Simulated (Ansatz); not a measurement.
`N=[C]([SeH])[InH2]`, relaxed with RKS PBE0-D4/def2-TZVP in Ansatz from a GFN2-xTB geometry. The force threshold is 0.005 eV/Å; the program also tests the step.

The species carries charge 0 and has multiplicity 1. In takes the def2 core potential.

Start:

```xyz
8

N     1.561   -0.294   -0.544
C     0.326   -0.122   -0.438
Se   -0.746   -0.513   -1.953
In   -0.912    0.513    1.355
H     2.125   -0.089    0.283
H     0.365   -0.937   -2.784
H    -0.110    0.474    2.934
H    -2.608    0.968    1.148
```

```csv
step,energy (eV),largest force (eV/Å),largest move (Å)
1,-73104.3107,0.807,0.000
2,-73104.3777,0.442,0.155
3,-73104.3822,0.376,0.090
4,-73104.3910,0.270,0.051
5,-73104.4015,0.216,0.056
6,-73104.4072,0.084,0.078
7,-73104.4086,0.100,0.041
8,-73104.4096,0.080,0.063
9,-73104.4098,0.035,0.027
10,-73104.4098,0.015,0.009
11,-73104.4099,0.008,0.008
12,-73104.4099,0.003,0.006
```

End:

```xyz
8

N     1.512   -0.372   -0.426
C     0.266   -0.160   -0.424
Se   -0.736   -0.426   -2.035
In   -0.901    0.508    1.312
H     1.929   -0.195    0.489
H     0.416   -0.843   -2.854
H     0.109    0.707    2.697
H    -2.595    0.781    1.242
```

Run time 36 s (4 threads of an Intel Xeon Platinum 8488C on a shared host); peak host memory 0.54 GiB.
